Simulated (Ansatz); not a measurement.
`[CH3][Mo](=[S])(=[S])[Cl]` + HCl → `[S]=[Mo](=[S])([Cl])[Cl]` + CH₄  (ligand exchange at a Mo–C bond)

Computed with Ansatz on PBE0-D4/def2-TZVP structures; ΔE is electronic, products minus reactants. CBS: MP2 limit from def2 TZ/QZ plus the TZ coupled-cluster correction, frozen cores. This one scheme is used for every species. DFT in def2-TZVPP. HSE06 is defined as in plane-wave codes. def2 core potentials past Kr. For Mo outer-core shells are correlated without core-valence functions, which leaves a few kJ/mol of doubt a bond.

`[CH3][Mo](=[S])(=[S])[Cl]`:

Cartesian coordinates in Å:
```
C 0.965 0.501 0.324
Mo -0.804 -0.416 -0.273
S -0.363 -2.456 -0.238
S -2.156 0.034 1.253
Cl -1.441 0.329 -2.285
H 1.308 0.169 1.304
H 1.719 0.261 -0.432
H 0.771 1.578 0.347
```

HCl:

Cartesian coordinates in Å:
```
Cl -0.255 0.488 -0.326
H 0.255 -0.488 0.326
```

`[S]=[Mo](=[S])([Cl])[Cl]`:

Cartesian coordinates in Å:
```
S -0.360 -0.001 2.054
Mo 0.001 -0.001 0.001
S 1.799 -1.001 -0.331
Cl -1.643 -1.105 -1.024
Cl 0.203 2.107 -0.699
```

CH₄:

Z-matrix (Å, degrees):
```
C
H 1 1.090
H 1 1.090 2 109.5
H 1 1.090 2 109.5 3 -120.0
H 1 1.090 2 109.5 3 120.0
```

(1) Is it downhill or uphill in electronic energy at CCSD(T)/CBS, and by how much? (An estimate is asked.)

(2) What do these levels give: r2SCAN0-D4, CAM-B3LYP-D4, PBE, HSE06, CCSD(T)/def2-TZVPP, HF/def2-QZVPP? (An estimate is asked.)

Largest T1 diagnostic among the species: 0.025, so the coupled-cluster value is less sure than usual.

Answers

(1) Computed: Downhill: ΔE = -131.5 kJ/mol.

(2) Computed: r2SCAN0-D4 -136.4, CAM-B3LYP-D4 -134.0, PBE -140.8, HSE06 -135.8, CCSD(T)/def2-TZVPP -128.0, HF/def2-QZVPP -126.0 kJ/mol.

From PBE to PBE0 (25 % exact exchange), in def2-TZVPP and without D4, ΔE moves by +5.3 kJ/mol. Leaving LDA and LC-ωPBE aside and taking each functional with its dispersion term where it has one, the values, not all of them listed here, spread over 17.8 kJ/mol, from B2PLYP to ωB97M-V. LDA lies +4.1 kJ/mol from PBE without D4. In def2-TZVPP, CCSD(T) changes the Hartree–Fock value by −3.3 kJ/mol (the triples alone add −7.0 kJ/mol) and MP2 by −31.8 kJ/mol.
